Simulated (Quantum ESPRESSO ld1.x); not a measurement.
Results of a calculation; reference values are marked as such.
Q: The mean radii <r> (bohr) of the occupied orbitals of an atom or ion are listed with their occupations. Code: ld1.x of Quantum ESPRESSO 7.5. Model: Dirac Kohn-Sham, LDA (Slater exchange, Perdew-Zunger correlation), spin-unpolarised, spherical densities, point nucleus.

orbital  occ.      <r>
1s1/2       2  0.02038
2s1/2       2  0.08594
2p1/2       2  0.07149
2p3/2       4  0.07877
3s1/2       2   0.2251
3p1/2       2   0.2148
3p3/2       4   0.2285
3d3/2       4   0.2013
3d5/2       6   0.2056
4s1/2       2   0.5084
4p1/2       2   0.5173
4p3/2       4   0.5491
4d3/2       4   0.5777
4d5/2       6   0.5891
5s1/2       2    1.252
5p1/2       2    1.412
5p3/2       4    1.521
4f5/2       6   0.8102
4f7/2       6   0.8294

Name the element and its charge. Open shells, if any, fill j = l - 1/2 first.

A: Z = 68, erbium, charge +2: Er2+ in [Xe] 4f12. The 1s radius gives Z: for a bare nucleus <r> = (2 gamma + 1)/(2Z) with gamma = sqrt(1 - (Z/c)^2), 0.02012 bohr for Z = 68, and screening makes it slightly larger (0.02038 here). The occupations add up to 66, and the charge is Z minus that.
